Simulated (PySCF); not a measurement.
dibromo(fluoro)methane (CHBr₂F), SMILES BrC(Br)F. Atoms are numbered in the order given.

```xyz
5

F     -0.2144     1.8478     0.0000
C      0.4161     0.6766     0.0000
Br    -0.0296    -0.3073     1.6005
Br    -0.0296    -0.3073    -1.6005
H      1.5031     0.8246     0.0000
```
Charge 0, spin multiplicity 1.

The structure is a stationary point at PBE0-D3(BJ)/def2-SVP.

Two levels are set side by side: PBE/pcSseg-1 (PySCF) and HF/pcSseg-1 (PySCF). GIAO shifts against CFCl3 (¹⁹F), TMS (¹H), TMS (¹³C) at the same level; non-relativistic, no solvent, atoms listed together averaged. Without spin–orbit terms, shifts of atoms bonded to Cl or Br come out too high at both levels. Differences are taken from unrounded values.

```json
[
 {"quantity": "δ(¹⁹F) of F1 (ppm)", "HF": "-88.6", "PBE": "-99.9", "PBE minus HF": "-11.3"},
 {"quantity": "δ(¹³C) of C2 (ppm)", "HF": "102.0", "PBE": "130.9", "PBE minus HF": "28.8"},
 {"quantity": "δ(¹H) of H5 (ppm)", "HF": "7.49", "PBE": "8.71", "PBE minus HF": "1.22"}
]
```

Rough cost on one machine, each run with all the roots and properties that it gave: HF against PBE within a factor of 2.
